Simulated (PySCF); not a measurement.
Consider arsine, `[AsH3]` (AsH3). Non-hydrogen atoms are numbered in `[AsH3:1]`.

Computed at ωB97X-D3(BJ)/ma-def2-TZVP // PBE0-D3(BJ)/def2-SVP with PySCF (density fitting, grid level 2). The prefix ma- adds one diffuse s and one diffuse p function on all atoms but H. Zero-point and thermal terms (298.15 K, 1 bar) come from unscaled PBE0-D3(BJ)/def2-SVP harmonic frequencies, with soft modes damped to free rotors in the entropy.

What are the vertical and the adiabatic ionisation energy for forming the radical cation?

10.53 eV vertical and 9.74 eV adiabatic, the latter with zero-point energy.

Where does the unpaired spin of the relaxed radical cation sit?

As1 (arsenic) 0.97 (intrinsic atomic orbital populations).

What oxidation potential follows in DMF (IEF-PCM), given that Fc+/Fc comes at 4.54 V absolute with this functional and basis?

In the gas phase ΔG of oxidation is 9.725 eV, and solvation is -2.8 kJ/mol for the parent and -299.7 kJ/mol for the product, so the absolute potential is 6.65 V, or 2.11 V against Fc+/Fc. Fc+/Fc in DMF, 4.54 V, is ωB97X-D3(BJ)/ma-def2-TZVP on PBE0-D3(BJ)/def2-SVP structures with GFN2-xTB thermal terms. Benchmark calculations put it near 5.0 V in acetonitrile and DMSO, so it is about 0.5 V low, and the value against it can read up to that much too high. The solvent is electrostatics only, on gas-phase structures; the absolute scale refers to an electron at rest in vacuum.

How far is −ε(HOMO) from the vertical value by ΔSCF?

−ε(HOMO) = 10.22 eV, which is 0.30 eV below the ΔSCF value.

Note: spin-orbit coupling is left out of the energies, which matters for open shells on the heavier atoms; atoms from Ga to Kr are treated without relativity.

Differences come from unrounded values, so a last digit can differ from that of the printed terms.
